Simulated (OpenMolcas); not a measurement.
# How basis sets differ on C2H3Ge (SMILES [C]#[C][GeH3])

C2H3Ge has 6 atoms, charge 0, and is taken as a doublet. SMILES: `[C]#[C][GeH3]`. The coordinates come from a PBE0-D4/def2-TZVP relaxation.

Quantity: the dipole moment, in D. The values are calculated.

```csv
level,kind,program,value (D)
ROHF/ANO-RCC-MB (DKH2),Hartree–Fock,OpenMolcas,0.88
UHF/STO-3G,Hartree–Fock,OpenMolcas,0.80
UHF/3-21G,Hartree–Fock,OpenMolcas,0.73
UHF/def2-SVPD,Hartree–Fock,OpenMolcas,0.77
```

All-electron rows without a relativistic Hamiltonian named are non-relativistic. The values span 0.73 to 0.88 D. Spin contamination of the reference (⟨S²⟩ at least 0.1 too high) touches UHF/STO-3G, UHF/3-21G, UHF/def2-SVPD. Magnitudes only. Sets without polarisation functions give poor dipoles.
